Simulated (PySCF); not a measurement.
Start geometry of `NB(N)NC=O` from GFN2-xTB (Å):
```
atom  x, y, z in Å
N1    -1.7422   -0.7171    0.0948
B2    -0.5602    0.0270    0.0859
N3    -0.4883    1.3786    0.4120
N4     0.7016   -0.6934   -0.2909
C5     1.9143   -0.2052   -0.3535
O6     2.2467    0.9426   -0.1015
H7    -2.6327   -0.2778    0.3332
H8    -1.8207   -1.6556   -0.1589
H9     0.4240    1.8483    0.4225
H10   -1.2428    1.9561    0.7051
H11    0.5671   -1.6740   -0.5162
H12    2.6728   -0.9578   -0.6416
```

Problem. What comes out of this run: PySCF 2.14.0, PBE0-D3(BJ)/def2-SVP geometry optimisation, gas phase?

Solution. 
```
atom  x, y, z in Å
N1    -1.7343   -0.7569    0.2726
B2    -0.5442    0.0100    0.1596
N3    -0.4343    1.3569    0.5431
N4     0.6430   -0.6642   -0.4039
C5     1.8740   -0.1234   -0.5991
O6     2.2068    1.0115   -0.3319
H7    -2.5848   -0.3839    0.6665
H8    -1.7934   -1.7399    0.0539
H9     0.4499    1.8351    0.4136
H10   -1.1914    1.8998    0.9280
H11    0.5657   -1.6296   -0.6990
H12    2.5989   -0.8458   -1.0499
```

The energy falls by 13.9 kJ/mol over 11 energy and gradient evaluations, the largest force component goes from 0.0618 to 3.3e-04 Eh/bohr, and the atoms move by 0.035 Å rms after alignment. The bond that changes most is N4–C5 (amide nitrogen to amide carbonyl carbon), which lengthens by 0.050 Å. Bonds longer at the end by more than 0.005 Å: 6 of 11; shorter: 4. Among the angles that change most is B2–N4–H11, from 114.1° to 119.0°. Rotational constants go from 7486, 2557, 1906 to 7469, 2521, 1885 MHz. The orientation of the end geometry is arbitrary; only internal coordinates are fixed.

The run used 114 basis functions and 78 SCF cycles in all. On one thread of an Arm Neoverse V2, shared host with 96 logical CPUs at a one-minute load of 29, this took 41 s wall and 0.47 GiB of memory at its peak.

Not checked by PBE0-D3(BJ)/def2-SVP frequencies. The numbers are those of one conformer.
